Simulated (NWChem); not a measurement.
System meant: MnH$_{4}$O$_{2}$F$_{2}$, sextet; SMILES [OH2]->[Mn](<-[OH2])([F])[F]

Input file for NWChem:

```
start job
memory heap 200 mb stack 900 mb global 1100 mb
geometry units angstroms noautoz
  Mn    -0.002611     0.000830     0.272651
  F      1.605893     0.884746     0.663745
  F     -1.611933    -0.884997     0.656346
  O     -0.006637    -1.872182    -0.989213
  H     -0.867717    -1.935335    -0.476073
  H      0.536637    -2.618146    -0.671420
  O      0.012322     1.872081    -0.992846
  H      0.871156     1.933031    -0.475657
  H     -0.529985     2.619494    -0.676662
end
basis spherical
  Mn library def2-svp
  F library def2-svp
  O library def2-svp
  H library def2-svp
end
dft
  odft
  mult 6
  xc xpbe96 cpbe96
  iterations 4
  mulliken
end
task dft energy
```

End of the output:

```
     --------------------------
     Expectation value of S2:
     --------------------------
      <S2> =      8.7598 (Exact =     8.7500)

 center of mass
 --------------
 x =  -0.00028377 y =  -0.00012891 z =   0.07225773

 moments of inertia (a.u.)
 ------------------
         887.505265254183           0.000000000000           0.000000000000
           0.000000000000         433.745944465613          -0.000000000000
           0.000000000000          -0.000000000000         941.673477306418

     Multipole analysis of the density
     ---------------------------------

     L   x y z        total         alpha         beta         nuclear
     -   - - -        -----         -----         ----         -------
     0   0 0 0     -0.000000    -34.000000    -29.000000     63.000000

     1   1 0 0      0.002280      0.007452     -0.005171     -0.000000
     1   0 1 0     -0.005974      0.001675     -0.007649      0.000000
     1   0 0 1      0.839278     -1.471135      2.310412     -0.000000

     2   2 0 0    -17.344863    -79.973322    -67.554348    130.182808
     2   1 1 0      4.526104      5.910323     18.173911    -19.558130
     2   1 0 1      0.015089      0.006377      0.017566     -0.008853
     2   0 2 0     -4.194728   -201.520632   -172.611439    369.937343
     2   0 1 1      0.010455      0.008663      0.025887     -0.024096
     2   0 0 2    -27.063304    -65.588992    -57.078137     95.603826

 ------------------------------------------------------------------------
 dft energy failed                                                                                  0
 ------------------------------------------------------------------------
 ------------------------------------------------------------------------
  current input line :
    27: task dft energy
 ------------------------------------------------------------------------
 ------------------------------------------------------------------------
 This type of error is most commonly associated with calculations not reaching convergence criteria
 ------------------------------------------------------------------------
 For more information see the NWChem manual at https://nwchemgit.github.io

0:dft energy failed:Received an Error in Communication
```

Q: Can this run be used? If not, why, and what is the fix?

A: Convergence was not reached. Cause: the SCF was allowed too few iterations. This input runs:
```
start job
memory heap 200 mb stack 900 mb global 1100 mb
geometry units angstroms noautoz
  Mn    -0.002611     0.000830     0.272651
  F      1.605893     0.884746     0.663745
  F     -1.611933    -0.884997     0.656346
  O     -0.006637    -1.872182    -0.989213
  H     -0.867717    -1.935335    -0.476073
  H      0.536637    -2.618146    -0.671420
  O      0.012322     1.872081    -0.992846
  H      0.871156     1.933031    -0.475657
  H     -0.529985     2.619494    -0.676662
end
basis spherical
  * library def2-svp
end
dft
  odft
  mult 6
  xc xpbe96 cpbe96
  iterations 150
  mulliken
end
task dft energy
```
It converges to -1502.65680 Ha (PBE/def2-SVP, spin-unrestricted).
